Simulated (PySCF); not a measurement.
## Circular dichroism: `F[C@H]1CC[CH2][Ge@H]([F])[CH2]1`, C$_{5}$H$_{10}$F$_{2}$Ge

Cartesian coordinates in Å; atom numbers follow the order of the lines, from 1:
```xyz
18

F     0.307    1.074   -1.748
C    -0.239    1.408   -0.510
C    -1.395    0.449   -0.216
C    -1.079   -1.015   -0.532
C    -0.016   -1.624    0.379
Ge    1.619   -0.500    0.341
F     2.529   -0.798    1.831
C     0.899    1.343    0.495
H    -0.616    2.434   -0.623
H    -2.253    0.749   -0.822
H    -1.669    0.558    0.836
H    -2.004   -1.593   -0.440
H    -0.752   -1.083   -1.571
H    -0.372   -1.637    1.412
H     0.178   -2.656    0.087
H     2.692   -0.740   -0.697
H     0.526    1.528    1.501
H     1.637    2.110    0.263
```

Computed with TDDFT CAM-B3LYP/def2-SVPD circular dichroism and optical rotation, one conformer, gas phase (PySCF 2.14.0). Geometry: GFN2-xTB.

The calculation is non-relativistic, which matters for the atoms heavier than Zn. States above about 9.4 eV (minus the energy of the highest occupied orbital) lie near or above the ionisation threshold and depend on the basis.

(1) What are the CIP labels of the stereocentres?

(2) Which excitations and rotatory strengths does the calculation give?

Answers

(1) C2 S, Ge6 S.

(2) Rotatory strengths R in 10⁻⁴⁰ esu² cm², velocity form and length form (origin at the centre of mass); f in length form.
```tsv
state	E (eV)	λ (nm)	f	R (velocity)	R (length)	main
1	7.24	171	0.002	+10.6	+10.6	HOMO→LUMO 0.64, HOMO→LUMO+1 0.26
2	7.78	159	0.006	-12.1	-12.1	HOMO→LUMO+1 0.61, HOMO→LUMO 0.26
3	7.95	156	0.003	-13.9	-14.2	HOMO−1→LUMO 0.53, HOMO−1→LUMO+1 0.22
4	8.05	154	0.007	-3.7	-3.4	HOMO→LUMO+2 0.73, HOMO−1→LUMO+1 0.15
5	8.34	149	0.089	-24.3	-24.9	HOMO→LUMO+3 0.86
6	8.59	144	0.036	-5.7	-5.6	HOMO−1→LUMO+1 0.39, HOMO−1→LUMO 0.26
7	8.72	142	0.042	+24.0	+24.8	HOMO−1→LUMO+2 0.60
8	8.84	140	0.019	+20.0	+19.7	HOMO→LUMO+5 0.36, HOMO→LUMO+6 0.22
9	8.90	139	0.037	+41.5	+41.1	HOMO→LUMO+6 0.59, HOMO→LUMO+4 0.16
10	8.94	139	0.037	+11.2	+11.6	HOMO→LUMO+4 0.42, HOMO−2→LUMO 0.19
11	9.02	137	0.148	-10.5	-11.3	HOMO−1→LUMO+3 0.53, HOMO−2→LUMO 0.17
12	9.16	135	0.095	+3.4	+5.6	HOMO−3→LUMO 0.20, HOMO−2→LUMO 0.17
13	9.23	134	0.005	+6.4	+5.2	HOMO−3→LUMO 0.59, HOMO−4→LUMO 0.08
14	9.33	133	0.019	+1.2	+1.1	HOMO−4→LUMO 0.27, HOMO→LUMO+7 0.21
15	9.41	132	0.029	-25.3	-26.1	HOMO→LUMO+9 0.32, HOMO−1→LUMO+5 0.14
16	9.48	131	0.008	-12.9	-12.6	HOMO→LUMO+7 0.29, HOMO−4→LUMO 0.25
```

Among the states computed, the strongest CD band (largest |R|) is state 9. The largest dissymmetry factor in size, g = 4R/(D+G), with D and G the electric and magnetic dipole strengths, is -0.06 for state 3 (velocity form, f = 0.003), among bands with |R| over 0.5. The mirror image has the same energies and oscillator strengths and all R with the opposite sign.
